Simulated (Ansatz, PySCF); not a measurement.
Torsion H3–B1–S2–H5 in BH3S (SMILES BS); at each angle all else is relaxed with GFN2-xTB, and the levels are single points there.
Geometry at 0° (charge 0, multiplicity 1):
```csv
atom,x (Å),y (Å),z (Å)
B,-0.6017,-0.0718,0.0462
S,1.0673,-0.5087,0.3488
H,-1.3865,-0.8865,-0.2373
H,-0.8729,1.0587,0.1433
H,0.9996,-1.8230,0.1520
```

On the grid 0° to 330°, 90° is the highest and 0° the lowest point at CCSD(T)/CBS(cc-pV(T+d)Z, cc-pV(Q+d)Z).

Correlated levels freeze the cores. CBS(a, b) extrapolates the correlation energy as X⁻³ and adds the Hartree–Fock energy of set b.

The values were computed with Ansatz (Gaussian orbitals); PySCF for the dispersion terms. Each number belongs to the level named beside it.

The comparison value is 880.1 meV (CCSD(T)/CBS(cc-pV(T+d)Z, cc-pV(Q+d)Z)). It is a level with limits of its own, not the exact answer.

Question: Order these levels by how close they come to the comparison value for the energy at 90° less that at 0°, closest first: BLYP-D3(BJ)/def2-TZVPP, wB97X-V/def2-TZVPP, PBE-D3(BJ)/def2-TZVPP. Give each level's value less the comparison value.

Answer: wB97X-V/def2-TZVPP (-1.1 meV), BLYP-D3(BJ)/def2-TZVPP (65.3 meV), PBE-D3(BJ)/def2-TZVPP (85.9 meV)

Ansatz is an electronic-structure program.
